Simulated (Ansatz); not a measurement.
Ansatz (a quantum-chemistry and plane-wave program) input (MP2/6-311+G**): The .json file is the Basis Set Exchange's 6-311+G**.

Ansatz 0.2 input:
```yaml
crystal:
  periodic: [false, false, false]
  atoms:
    - {symbol: C, position_ang: [1.10126503, -0.42590153, 0.11882443]}
    - {symbol: N, position_ang: [0.05902261, 0.36914836, 0.25462138]}
    - {symbol: C, position_ang: [-1.13701915, 0.20228262, -0.27306636]}
    - {symbol: H, position_ang: [2.03612484, -0.17060416, 0.61036532]}
    - {symbol: H, position_ang: [1.07185192, -1.35069917, -0.47726420]}
    - {symbol: H, position_ang: [-1.39316111, -0.65888258, -0.90885189]}
    - {symbol: H, position_ang: [-1.91344924, 0.93786092, -0.08114727]}
basis:
  gaussian:
    orbitals: 6-311+G__.json
total_charge: -1
magnetization: {spin_polarized: false}
correlation: {method: mp2, electrons: outside_noble_gas}
```

From the last part of the output:

```
WARN ansatz: RAYON_NUM_THREADS=1 ignored (pool sized by the plan → 1); use --threads N
Functional definition: HF
integrals: 0.03 GiB planned
716 factors; integrals over basis functions are off by at most 1.4e-3 eV
mean field: 0.18 GiB planned
mean field evaluation 1: about -3602.6391 eV, gradient 1.9e1 eV
mean field evaluation 2: about -3602.6428 eV, gradient 1.9e1 eV
mean field evaluation 4: about -3604.0125 eV, gradient 2.9e0 eV
mean field evaluation 8: about -3604.0350 eV, gradient 5.8e-4 eV
mean field -3604.03504724 eV, -132.4458450832 hartree, gradient 7.0e-6 eV, S^2 0.000000; 0 other end points of the search recorded, 0 dependent functions left out
3 core orbitals not correlated
reference -3604.03504724 eV, -132.4458450832 hartree; 9, 9 occupied and 78, 78 virtual orbitals, 716 factors
second order -13.33213721 eV of doubles, -0.00000000 eV of singles
Total energy: -3617.36718445 eV, -132.9357920890 hartree
```

The dipole moment of an ion depends on the origin.
